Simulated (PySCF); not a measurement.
# Yb²⁺ (ytterbium, charge +2) across methods

[Xe] 4f14, closed-shell 1S. All numbers are calculated (PySCF 2.14, scalar relativity by spin-free X2C-1e, in cc-pVDZ-X2C).

| method | E (hartree) | mean ε 5s (eV) | mean ε 5p (eV) | mean ε 4f (eV) | Σ⟨r²⟩ (bohr²) | ⟨S²⟩ |
| --- | --- | --- | --- | --- | --- | --- |
| PBE0 | -14058.61 | -72.095 | -43.686 | -19.573 | 35.88 | 0.000 |
| r2SCAN | -14058.95 | -70.468 | -42.722 | -16.487 | 36.00 | 0.000 |
| M06-L | -14058.61 | -69.240 | -41.723 | -16.364 | 36.02 | 0.000 |
| BLYP | -14059.75 | -68.882 | -41.745 | -16.546 | 36.43 | 0.000 |
| revPBE | -14059.25 | -68.948 | -41.809 | -16.584 | 36.26 | 0.000 |
| PBE | -14058.85 | -68.996 | -41.863 | -16.652 | 36.28 | 0.000 |
| LDA | -14049.45 | -69.256 | -42.123 | -16.926 | 36.23 | 0.000 |
| UHF | -14053.84695 | -80.324 | -48.185 | -27.848 | 35.37 | 0.000 |

Spin-orbit coupling, which splits the p, d and f shells strongly at this Z, is absent.
